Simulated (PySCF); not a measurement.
**How methods differ on the ionisation energy of Sm⁴⁴⁺**

Sm⁴⁴⁺ [Ar] (1S) → Sm⁴⁵⁺ [Ne] 3s2 3p5 (2P), as a difference of total energies. Computed with PySCF 2.14 in an even-tempered Gaussian basis (18 s from 9.2 bohr⁻², ratio 2.5; 12 p from 12 bohr⁻², ratio 2.5; 4 d from 52 bohr⁻², ratio 2.7; 4 f from 77 bohr⁻², ratio 2.7), with the spin-free X2C one-electron Hamiltonian (Gaussian nucleus). Correlated levels: outer shells: 1s2 frozen; virtual orbitals above 40 to 60 times the deepest correlated orbital energy dropped. The calculations carry no spin-orbit coupling.

| method | ionisation energy (eV) |
| --- | --- |
| UHF | 3718.7 |
| MP2 (outer shells) | 3719.7 |
| SCS-MP2 (outer shells) | 3719.5 |
| CCSD (outer shells) | 3719.6 |
| CCSD(T) (outer shells) | 3719.6 |

A first-order spin-orbit estimate (lowest level to lowest level, LS coupling) adds -47.083 eV.

Breit and QED terms and the two-electron picture change are absent.

For comparison: 3669 ± 4 eV (theoretical estimate listed by NIST; NIST Atomic Spectra Database, ionization energies).
